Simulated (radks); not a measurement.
Values are calculated unless marked as measured or tabulated.
Polarisability of neutral niobium, [Kr] 4d4 5s1, at imaginary frequency. Level of theory: scalar-relativistic Kohn-Sham, PBE, spin-polarised, spherical densities, finite nucleus; open shells are filled with parallel spins first (spin-orbit coupling, left out, can overturn this in heavy ions); Fermi nuclear charge, rms radius 4.324 fm (a radial shooting solver on a logarithmic mesh with Libxc functionals). Response by self-consistent Sternheimer equations with the Hartree and adiabatic LDA kernel, the relativistic mass of each level held fixed and spin-orbit coupling left out.

w (hartree)  alpha1(iw) (bohr^3)
0.00266                    91.07
0.0143                     90.10
0.0360                     85.13
0.0697                     72.88
0.118                      55.10
0.186                      38.01
0.280                      25.18
0.413                      16.43
0.605                      10.56
0.892                      6.571
1.35                       3.842
2.12                       2.001
3.59                      0.8695
6.94                      0.2971
17.5                     0.06864

Static values: alpha1 = 91.11 bohr^3 (13.50 angstrom^3; uncoupled 158.1). C6 = 1013, triple-dipole C9 = 63570 atomic units. One-pole (London) frequency 4 C6 / (3 alpha1^2) = 0.163 hartree, against 0.136 for minus the highest occupied eigenvalue. Recommended static value: 98 bohr^3 (Schwerdtfeger and Nagle, 2023 table).
